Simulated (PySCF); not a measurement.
**Spinor energies of Au⁴³⁺ (gold, charge +43)**

Start: [Kr]. Calculated with PySCF 2.14 in an even-tempered Gaussian basis (18 s from 2.3 bohr⁻², ratio 2.6; 16 p from 3 bohr⁻², ratio 2.6; 11 d from 3 bohr⁻², ratio 2.6; 5 f from 3.1 bohr⁻², ratio 2.8): generalised Hartree-Fock with the X2C-1e Hamiltonian and a Gaussian nucleus; spin-orbit coupling (SO) screened by Boettger's factors.

```
spinor shell  electrons  ε, screened SO (eV)  weight of nominal j (screened SO)  rms radius, screened SO (bohr)
       1s1/2          2             -83221.1                              1.000                          0.0190
       2s1/2          2             -16538.9                              1.000                          0.0768
       2p1/2          2             -15924.3                              1.000                          0.0650
       2p3/2          4             -14080.9                              1.000                          0.0730
       3s1/2          2              -5480.1                              1.000                           0.193
       3p1/2          2              -5209.3                              1.000                           0.185
       3p3/2          4              -4782.6                              1.000                           0.200
       3d3/2          4              -4345.2                              1.000                           0.175
       3d5/2          6              -4253.6                              1.000                           0.179
       4s1/2          2              -2521.6                              1.000                           0.395
       4p1/2          2              -2395.8                              1.000                           0.391
       4p3/2          4              -2260.7                              1.000                           0.414
```

```json
{"quantity": "E (hartree)", "screened SO": "-17815.44883"}
{"quantity": "M_J", "screened SO": "0"}
{"quantity": "⟨J²⟩", "screened SO": "0.000"}
{"quantity": "⟨L²⟩", "screened SO": "0.106"}
{"quantity": "⟨S²⟩", "screened SO": "0.106"}
```

Breit and QED terms are absent; they matter most for the inner s and p1/2 levels.

Densities and radii are taken from the X2C orbitals without a picture-change correction, which distorts them close to the nucleus.
